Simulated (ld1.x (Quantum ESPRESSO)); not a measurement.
# Before and after: ultrasoft potential for Os (Z = 76)

| Quantity | Value |
| --- | --- |
| Element | Os (Z = 76) |
| Generator | ld1.x (Quantum ESPRESSO) 7.5 |
| Type | ultrasoft |
| Functional | PBE |
| Relativity | scalar-relativistic |
| Frozen core | [Kr] 4d10 |
| Valence charge | 30 |
| Reference configuration | 4f14 5s2 5p6 5d6.5 6s1.5 6p0 |
| Partial waves | 5s (bound): rcut 1.40, rcutus 1.80 bohr; 6s (bound): rcut 1.40, rcutus 1.80 bohr; 5p (bound): rcut 1.80, rcutus 2.45 bohr; 6p (bound, empty): rcut 1.80, rcutus 2.45 bohr; 5d (bound): rcut 1.70, rcutus 1.80 bohr; 5d channel at -0.05 Ry: rcut 1.70, rcutus 1.80 bohr; 4f (bound): rcut 0.60, rcutus 0.65 bohr; 4f channel at -1.15 Ry: rcut 0.60, rcutus 0.65 bohr |
| Local potential | all-electron potential smoothed inside 1.05 bohr (lloc = -1) |
| Core correction | Bessel-smoothed model core inside 0.60 bohr |
| Augmentation charge | PSQ, inside the norm-conserving radii |

Change: waves 5p (bound): rcut 1.70, rcutus 1.80 bohr; 6p (bound): rcut 1.70, rcutus 1.80 bohr.

Cutoffs: the cutoffs (Ry, on a coarse ladder) from which the occupation-weighted sum of valence levels, in a spherical-Bessel basis at the reference potential, stays within 10 and 1 mRy of its value at 400 Ry; they do not see the model core or the augmentation charge, which bear on the density cutoff. Errors are all-electron minus pseudo energies relative to the spin-unpolarised reference configuration.

Q: What does the change do?

A: Both files keep a bound ghost (s); the number of tests with a reliable result goes from 6 to 7; of the 6 tests that both files solve, the error grows in 3 and shrinks in 2 by more than 15 % and 0.3 meV (median size 2.5 → 6.4 meV).

| quantity | base | changed |
| --- | --- | --- |
| cutoffs, loose and tight | over 300 Ry, over 300 Ry | not determined |
| bound ghosts | s | s (p not tested, overlap not positive) |
| tests with a reliable result | 6 of 7 | 7 of 7 |
| error for 4f14 5s2 5p6 5d6 6s2 6p0, meV [ΔE -0.05 eV] | +0.7 | 0.0 |
| error for 4f14 5s2 5p6 5d6 6s1 6p0, meV [ΔE 9.52 eV] | -2.0 | -2.7 |
| error for 4f14 5s2 5p6 5d6 6s0 6p0, meV [ΔE 26.44 eV] | -9.0 | -9.3 |
| error for 4f13 5s2 5p6 5d7 6s1 6p0, meV [ΔE 59.90 eV] | -778 | -437 |
| error for 4f14 5s2 5p6 5d6 6s1 6p1, meV [ΔE 5.00 eV] | +1.0 | -15 |
| error for 4f14 5s2 5p6 5d7 6s1 6p0, meV [ΔE 0.26 eV] | -3.0 | -3.5 |
| lowest overlap eigenvalue by channel | s 0.02, p 0.68, d 0.95, f 0.98 | s 0.02, p -0.15, d 0.95, f 0.98 |

Changed file: the overlap operator is not positive definite in a basis up to 400 Ry (lowest eigenvalue p -0.15), so the file is unfit for use: the generalised eigenproblem breaks down once the basis is large enough, and its test numbers describe a broken file. A true bound ghost makes a file unfit for plane-wave use even where its test errors are small: the radial tests pick states by their node count and pass the ghost by.
